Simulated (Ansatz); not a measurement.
`FC[SiH2][SiH3]` + `F[C@H]1C[Si@@H]1Br` → `FC[SiH2]Br` + `F[C@H]1C[Si@H]1[SiH3]`  (redistribution)

Gas-phase electronic energies from Ansatz, PBE0-D4/def2-TZVP geometries. CCSD(T)/CBS adds triple-zeta CCSD(T) − MP2 to the extrapolated MP2 energy (def2 sets, frozen cores). For Br outer-core shells are correlated without core-valence functions, which leaves a few kJ/mol of doubt a bond. Scalar relativity is left out up to krypton. One conformer a species, not always the lowest.

`FC[SiH2][SiH3]`:

Cartesian coordinates in Å:
```
F -1.953 -0.953 -0.618
C -1.424 -0.730 0.650
Si 0.465 -0.531 0.548
Si 1.028 1.126 -1.004
H -1.704 -1.575 1.288
H -1.891 0.171 1.061
H 0.938 -0.156 1.911
H 1.084 -1.832 0.175
H 2.494 1.374 -0.973
H 0.639 0.713 -2.377
H 0.324 2.393 -0.663
```

`F[C@H]1C[Si@@H]1Br`:

Z-matrix (Å, degrees):
```
C
C 1 1.536
Si 1 1.851 2 65.2
F 1 1.369 2 116.2 3 117.3
H 1 1.088 2 114.5 3 -111.3
H 2 1.089 1 113.4 3 -105.1
H 2 1.085 1 117.6 3 120.0
Br 3 2.202 1 119.7 2 -107.8
H 3 1.473 1 121.7 2 102.1
```

`FC[SiH2]Br`:

Z-matrix (Å, degrees):
```
C
Si 1 1.889
F 1 1.390 2 109.1
H 1 1.095 2 111.1 3 -119.8
H 1 1.095 2 111.1 3 119.8
Br 2 2.222 1 106.6 3 180.0
H 2 1.480 1 111.0 3 61.9
H 2 1.480 1 111.0 3 -61.9
```

`F[C@H]1C[Si@H]1[SiH3]`:

Z-matrix (Å, degrees):
```
C
C 1 1.511
Si 1 1.876 2 66.3
F 1 1.372 2 116.0 3 115.4
H 1 1.087 2 116.1 3 -111.9
H 2 1.085 1 117.8 3 116.2
H 2 1.087 1 114.1 3 -107.4
Si 3 2.318 1 118.4 2 101.0
H 3 1.483 1 116.0 2 -104.8
H 8 1.487 3 110.5 1 -147.5
H 8 1.486 3 110.8 1 92.1
H 8 1.485 3 107.8 1 -28.0
```

```csv
species,MP2/def2-QZVPP energy (Eh)
`FC[SiH2][SiH3]`,-720.06250
`F[C@H]1C[Si@@H]1Br`,-3040.33555
`FC[SiH2]Br`,-3002.33983
`F[C@H]1C[Si@H]1[SiH3]`,-758.06567
```

**Question.** Work out ΔE.

**Answer.** ΔE = (-3002.33983) + (-758.06567) − (-720.06250) − (-3040.33555) = -0.00745 Eh = -19.6 kJ/mol. CCSD(T)/CBS gives -18.1 kJ/mol.

Largest T1 diagnostic among the species: 0.013.
